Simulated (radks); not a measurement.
Yb IV, 67 electrons, occupied as [Xe] 4f13. All-electron calculation, scalar-relativistic Kohn-Sham, AM05, spin-unpolarised, spherical densities, finite nucleus; Fermi nuclear charge, rms radius 5.3108 fm. Program: a radial shooting solver on a logarithmic mesh with Libxc functionals. Some entries of the table are withheld. Estimate them.

| orbital | occ. | eigenvalue (Ry) | <1/r> (bohr^-1) | <r^2> (bohr^2) |
|---|---|---|---|---|
| 1s | 2 | -4498.860 | 80.56 | 0.0005306 |
| 2s | 2 | -764.4239 | 18.78 | 0.008221 |
| 2p | 6 | -674.3199 | 17.25 | 0.006719 |
| 3s | 2 | -174.2305 | 6.938 | 0.05378 |
| 3p | 6 | -147.0618 | 6.461 | 0.05427 |
| 3d | 10 | -113.9124 | 6.121 | 0.04513 |
| 4s | 2 | -36.24805 | (1) | 0.2688 |
| 4p | 6 | -27.31678 | (2) | 0.3054 |
| 4d | 10 | -15.55268 | 2.372 | 0.3627 |
| 5s | 2 | -6.30862 | (3) | 1.580 |
| 5p | 6 | -4.20129 | 0.9390 | 2.182 |
| 4f | 13 | -2.65292 | 1.793 | 0.6998 |

Answer. 
(1) 4s <1/r> (bohr^-1): 2.938
(2) 4p <1/r> (bohr^-1): 2.681
(3) 5s <1/r> (bohr^-1): 1.120
